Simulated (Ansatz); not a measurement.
`FC(Cl)(Cl)Br` + H₂O → `OC(F)(Cl)Br` + HCl at 700 K and 1 bar (formal hydrolysis of a C–Cl bond).

Gas-phase electronic energies from Ansatz, PBE0-D4/def2-TZVP geometries. CBS: MP2 limit from def2 TZ/QZ plus the TZ coupled-cluster correction, frozen cores. This one scheme is used for every species. For Br outer-core shells are correlated without core-valence functions, which leaves a few kJ/mol of doubt a bond. Scalar relativity is left out up to krypton. Each species was taken in one conformer, which may not be the lowest.

```csv
species,CCSD(T)/CBS energy (Eh),H − E (kJ/mol),S (J/(mol·K))
`FC(Cl)(Cl)Br`,-3630.68833,82.1,408.2
H₂O,-76.37941,80.5,218.4
`OC(F)(Cl)Br`,-3246.69884,121.5,409.2
HCl,-460.38127,38.4,211.8
```

H − E and S are ideal-gas, rigid-rotor, harmonic terms from PBE0-D4/def2-TZVP, for one conformer and one mirror image of each species. 1 Eh = 2625.50 kJ/mol, R = 8.31446 J/(mol·K).

Task: By hand: ΔE, ΔH, ΔS and ΔG.

Result: ΔE = (-3246.69884) + (-460.38127) − (-3630.68833) − (-76.37941) = -0.01237 Eh = -32.5 kJ/mol. Δ(H − E) = 121.5 + 38.4 − 82.1 − 80.5 = -2.7, so ΔH = -35.2 kJ/mol. ΔS = 409.2 + 211.8 − 408.2 − 218.4 = -5.6 J/(mol·K). ΔG = -35.2 − 700 × (-5.6)/1000 = -31.3 kJ/mol.

Task: By hand: the equilibrium constant, and the temperature at which ΔG would vanish if ΔH and ΔS stayed fixed.

Result: log₁₀ K = −ΔG/(RT ln 10) = 2.3. ΔG = 0 at ΔH/ΔS = 6286 K, far beyond where these terms or the molecules hold.

The number of gas molecules stays the same, so ΔS is small and ΔH decides. A doubt of 5 kJ/mol in ΔE shifts log₁₀ K by 0.4 here. Other conformers and mirror images would add mixing entropy, several J/(mol·K) or more a flexible species. These are equilibria of isolated gas molecules and say nothing of rates. Largest T1 diagnostic: 0.010 (customary marks: 0.02 for closed shells, 0.045 for open ones).
